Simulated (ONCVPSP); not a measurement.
Al: one change to an ONCV potential, before and after

- Element: aluminium (Al)
- Generator: ONCVPSP 4.0.1
- Type: optimised norm-conserving Vanderbilt (ONCV)
- Functional: LDA (Perdew-Wang 92)
- Relativity: scalar-relativistic
- Frozen core: [Ne]
- Valence charge: 3
- Reference configuration: 3s2 (charge +1)
- Partial waves: 3s: rc 2.20 bohr, ncon 4, nbas 8, qcut 2.3 1/bohr, 3 projectors, debl 0.6 Ha; p scattering state at 0.06 Ha: rc 2.00 bohr, ncon 5, nbas 9, qcut 3.9 1/bohr, local; d scattering state at 0.41 Ha: rc 2.15 bohr, ncon 3, nbas 6, qcut 5.1 1/bohr, 2 projectors, debl 3 Ha
- Local potential: the p channel
- Core correction: polynomial model core, fcfact 0.25

In the p channel the program set the typed energies aside and used 0.050 Ha.

Change: s: rc 2.96.

Cutoffs: the cutoffs (Ha) at which the residual kinetic energy of the hardest occupied pseudo-wave falls to 1 and 0.1 mHa per electron; they do not see the model core or the augmentation charge, which bear on the density cutoff. Errors are all-electron minus pseudo energies relative to the spin-unpolarised reference configuration.

Predict the effect on cutoff, ghosts and configuration errors.

The potential gets softer (20 Ha and 35 Ha → 2.7 Ha and 17 Ha); the bound ghost in s disappears; of the 4 tests that both files solve, the error grows in 2 and shrinks in 1 by more than 15 % and 0.3 meV (median size 22.3 → 25.4 meV). A larger radius leaves more room for a smooth pseudo-wave, so fewer plane waves are needed.

| quantity | base | changed |
| --- | --- | --- |
| cutoff, loose | 20 Ha | 2.7 Ha |
| cutoff, tight | 35 Ha | 17 Ha |
| bound ghosts | s | none |
| GHOST(+) flags under 300 eV | none | s at 69.2 eV, s at 264.0 eV |
| error for 3s2 3p1, meV [ΔE -5.84 eV] | +26 | +32 |
| error for 3s1, meV [ΔE 19.37 eV] | -19 | -86 |
| error for 3s2 3p0.5, meV [ΔE -3.72 eV] | +14 | +16 |
| error for 3s1 3p2, meV [ΔE -0.69 eV] | +34 | +18 |
| p: phases at 2.03 bohr within 0.05 rad from the reference energy up to (Ha; the scan ends near 5) | 2.2 | 2.2 |
| d: phases at 2.18 bohr within 0.05 rad from the reference energy up to (Ha; the scan ends near 5) | to the end of the scan | to the end of the scan |
| rms error of d²Exc/dni dnj with the model core, mHa | 0.30 | 1.64 |

Changed file: The cutoffs count occupied waves only; projector 2 of the d channel, the hardest unoccupied one, needs 30 Ha at the loose tolerance. A true bound ghost makes a file unfit for plane-wave use even where its test errors are small: the radial tests pick states by their node count and pass the ghost by.
